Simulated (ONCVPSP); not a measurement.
# Configuration tests for boron (B) (ONCV)

* Element: B
* Generator: ONCVPSP 4.0.1
* Type: optimised norm-conserving Vanderbilt (ONCV)
* Functional: LDA (Perdew-Zunger)
* Relativity: scalar-relativistic
* Frozen core: [He]
* Valence charge: 3
* Reference configuration: 2s2 2p1
* Partial waves: 2s: rc 1.55 bohr, ncon 4, nbas 7, qcut 3.9 1/bohr, 2 projectors, debl 2.8 Ha; 2p: rc 3.65 bohr, ncon 4, nbas 7, qcut 4.4 1/bohr, 2 projectors, debl 1.9 Ha; d scattering state at 0.22 Ha: rc 3.90 bohr, ncon 4, nbas 9, qcut 2.7 1/bohr, 1 projector
* Local potential: polynomial inside 1.10 bohr (lpopt 5, dvloc0 -1 Ha)
* Core correction: none

Energies are relative to the spin-unpolarised reference configuration 2s2 2p1; without spin polarisation the order of configurations can differ from experiment.

```json
{"valence configuration": "2s2 2p0", "charge": "+1", "ΔE all-electron (eV)": "8.327", "error AE − PS (meV)": "+153"}
{"valence configuration": "2s2 2p0.5", "charge": "+0.5", "ΔE all-electron (eV)": "2.943", "error AE − PS (meV)": "+23"}
{"valence configuration": "2s0 2p3", "charge": "0", "ΔE all-electron (eV)": "11.401", "error AE − PS (meV)": "-86"}
```

**Question.** What are ΔE and the potential's error for 2s1 2p0?

**Answer.** ΔE = 33.631 eV all-electron; the error (AE − PS) is +476 meV.

Note: ghosts flagged at negative energy: p at -362.5 eV; GHOST(+) flagged for d at 2.11 eV. A true bound ghost makes a file unfit for plane-wave use.
